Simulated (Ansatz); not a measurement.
W₆S₁₅, a cluster. Total charge 0; singlet. Geometry PBE-D4/def2-SVP; atoms count from 1.

Cartesian coordinates in Å:
```
W -2.080 -2.717 -0.460
W -0.287 -0.531 -1.595
W 1.432 1.559 -2.727
W -0.733 -0.806 1.312
W 1.020 1.337 0.283
W 0.648 1.158 3.187
S -2.511 -0.415 -0.335
S 0.234 -2.554 -0.116
S -2.590 -3.576 -2.464
S -2.967 -3.679 1.246
S -0.602 1.903 -1.613
S 2.142 -0.236 -1.394
S -1.046 -1.679 -3.294
S 2.799 3.326 -2.581
S 1.022 0.829 -4.708
S -1.004 1.720 1.620
S 1.741 -0.419 1.839
S -1.319 -1.349 3.348
S 2.364 3.029 -0.053
S 1.945 2.851 3.461
S -0.209 0.249 5.045
```

In the def2 sets W takes a core potential; there is no spin–orbit coupling. Single mean-field runs in def2-TZVP are fitted with def2-universal-jkfit. The restricted singlet is unstable towards broken spin symmetry in Hartree–Fock (as tested in another run); at PBE0-D4/def2-TZVP this wasn't settled. At PBE0-D4/def2-TZVP a triplet of charge 0 lies 0.13 eV below the restricted singlet, each at its own geometry.

Estimate the Mulliken populations from the PBE0/def2-TZVP orbitals of Ansatz.


| atom | charge (e) | d electrons |
| --- | --- | --- |
| W1 | 0.55 | 4.17 |
| W2 | 0.49 | 4.63 |
| W3 | 0.55 | 4.17 |
| W4 | 0.49 | 4.63 |
| W5 | 0.49 | 4.63 |
| W6 | 0.55 | 4.17 |
| S7 | -0.22 | – |
| S8 | -0.22 | – |
| S9 | -0.28 | – |
| S10 | -0.24 | – |
| S11 | -0.22 | – |
| S12 | -0.22 | – |
| S13 | -0.10 | – |
| S14 | -0.28 | – |
| S15 | -0.24 | – |
| S16 | -0.22 | – |
| S17 | -0.22 | – |
| S18 | -0.10 | – |
| S19 | -0.10 | – |
| S20 | -0.24 | – |
| S21 | -0.28 | – |
Mulliken values and Mayer orders depend strongly on the basis.

And the Mayer bond orders between bonded heavy atoms (over 0.3)?

W1–W4 0.36 (2.93 Å); W1–S7 1.09 (2.35 Å); W1–S8 1.09 (2.35 Å); W1–S9 1.65 (2.24 Å); W1–S10 2.14 (2.15 Å); W2–W3 0.36 (2.93 Å); W2–S7 0.58 (2.56 Å); W2–S8 0.58 (2.56 Å); W2–S11 0.78 (2.46 Å); W2–S12 0.78 (2.46 Å); W2–S13 1.72 (2.19 Å); W3–S11 1.09 (2.35 Å); W3–S12 1.09 (2.35 Å); W3–S14 1.65 (2.24 Å); W3–S15 2.14 (2.15 Å); W4–S7 0.78 (2.46 Å); W4–S8 0.78 (2.46 Å); W4–S16 0.58 (2.56 Å); W4–S17 0.58 (2.56 Å); W4–S18 1.71 (2.19 Å); W5–W6 0.36 (2.93 Å); W5–S11 0.58 (2.56 Å); W5–S12 0.58 (2.56 Å); W5–S16 0.78 (2.46 Å); W5–S17 0.78 (2.46 Å); W5–S19 1.71 (2.19 Å); W6–S16 1.09 (2.35 Å); W6–S17 1.09 (2.35 Å); W6–S20 2.14 (2.15 Å); W6–S21 1.65 (2.24 Å). Values over 0.3 also appear between atoms too far apart for a bond (S9–S13 0.45 at 2.58 Å; S14–S19 0.45 at 2.58 Å; S18–S21 0.45 at 2.58 Å); they arise where an orbital or an unpaired electron spreads over both atoms.
